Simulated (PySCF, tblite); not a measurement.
Calculations on `CN[C@@H]1[C]2C[C@H]3[C@@H]2[C@H]31` [radical], in the order of a workflow; each names the level of the geometry that it ran on. Settings lines and outputs come from a driver script.

C7H10N (doublet state).
SMILES with atom numbers: `[CH3:1][NH:2][C@@H:3]1[C:4]2[CH2:5][C@H:6]3[C@@H:7]2[C@@H:8]13` (hydrogens: H9, H10, H11 on C1; H12 on N2; H13 on C3; H14, H15 on C5; H16 on C6; H17 on C7; H18 on C8)

Step 1: GFN2-xTB geometry optimisation, gas phase (tblite 0.8.0) (from a force-field or distance-geometry start)
```json
{"job": {"kind": "relax", "xc": "GFN2-xTB", "basis": "xTB"}, "charge": 0, "multiplicity": 2}
```
```
step      E/eV     max force
  0    -620.10568    4.945
  1    -620.61341    2.880
  2    -620.92588    1.162
...
 55    -621.42556    0.015
 56    -621.42558    0.017
 57    -621.42561    0.015
 58    -621.42563    0.010
 59    -621.42565    0.010
```

Energy lowered by 30.4 kcal/mol over 59 steps; largest atomic force 0.010 eV/Å at the end. «max force» is the largest atomic force in eV/Å.

The run took 0.37 s of wall time on Arm Neoverse V1, one thread, shared host.

Step 2: GFN2-xTB harmonic vibrations, gas phase (tblite 0.8.0) (on the GFN2-xTB geometry)
```json
{"job": {"kind": "ir", "xc": "GFN2-xTB", "basis": "xTB"}, "charge": 0, "multiplicity": 2}
```
```
(table of modes left out)
```

48 modes from 56 to 3358 cm⁻¹ (unscaled, harmonic); zero-point energy 95.2 kcal/mol; all wavenumbers are real at this level.

The run took 0.57 s wall on an Arm Neoverse V1 with one thread, no GPU, shared host with 32 logical CPUs at a one-minute load of 28.

Step 3: UKS B3LYP, pcH-1 on C H N, non-relativistic, mean-field spin-orbit, GIAO (PySCF 2.14.0) (on the GFN2-xTB geometry)
```json
{"job": {"kind": "epr", "basis": "pcH-1"}, "charge": 0, "multiplicity": 2}
```
```
...
E = -327.34552657 Eh   <S^2> = 0.7527 (exact 0.7500)
g shifts (ppm)      1          2          3
  rmc          -160       -160       -160
  gc             14         17         10
  oz_so           1        421       1112
  total        -145        278        962
hyperfine (MHz)  atom isotope    a_iso     a_fc   dipolar eigenvalues
    0   13C      -1.21      -1.21     -0.28     -0.23      0.51
    1   14N       0.11       0.11     -0.47      0.02      0.45
    2   13C      -4.73      -4.73     -6.34     -3.94     10.28
    3   13C     321.35     321.35    -69.71    -69.02    138.72
    4   13C      -2.20      -2.20     -6.46     -3.89     10.35
    5   13C      53.99      53.99     -4.17     -2.59      6.76
    6   13C      -0.58      -0.58     -7.53     -3.89     11.42
    7   13C      59.47      59.47     -4.33     -2.73      7.06
    8    1H      -0.07      -0.07     -0.72     -0.67      1.39
    9    1H      -0.11      -0.11     -1.05     -0.95      2.00
   10    1H      -0.17      -0.17     -1.09     -0.96      2.04
   11    1H       2.39       2.39     -3.19     -2.79      5.99
   12    1H      40.28      40.28     -5.70     -5.28     10.98
   13    1H      34.91      34.91     -5.75     -5.27     11.02
   14    1H      -0.88      -0.88     -5.40     -2.94      8.33
...
```

⟨S²⟩ 0.753; g_iso 2.0027. rmc, gc and oz_so are the mass-correction, gauge-correction and orbital-Zeeman/spin–orbit parts of the g shift along its three principal axes; a_iso is the isotropic hyperfine coupling and a_fc its Fermi-contact part. The log counts atoms from 0, this text from 1.

On an Arm Neoverse V1 with one thread, no GPU (shared host), this took 94 s of wall time (with the writing of density and orbital grids) and 0.97 GiB of memory at its peak.

Geometry of the electronic-property runs (GFN2-xTB):
```
atom  x, y, z in Å
C1     2.5130   -0.1852   -0.4532
N2     1.3667   -0.1273    0.4275
C3     0.2872    0.6715   -0.0884
C4    -0.9322    0.8945    0.7959
C5    -1.3172   -0.4892    1.3021
C6    -1.7491   -0.7093   -0.1401
C7    -1.8796    0.7539   -0.4223
C8    -0.7314    0.0070   -1.0211
H9     3.2921   -0.7825    0.0173
H10    2.9262    0.8047   -0.7034
H11    2.2125   -0.6739   -1.3803
H12    1.6380    0.2166    1.3436
H13    0.6377    1.6085   -0.5550
H14   -2.1700   -0.4848    1.9773
H15   -0.5111   -1.1063    1.6934
H16   -2.3722   -1.5124   -0.5039
H17   -2.6520    1.3600   -0.8488
H18   -0.5675   -0.2396   -2.0587
```

 (This holds for the electronic-property runs.)

One conformer stands for the species.
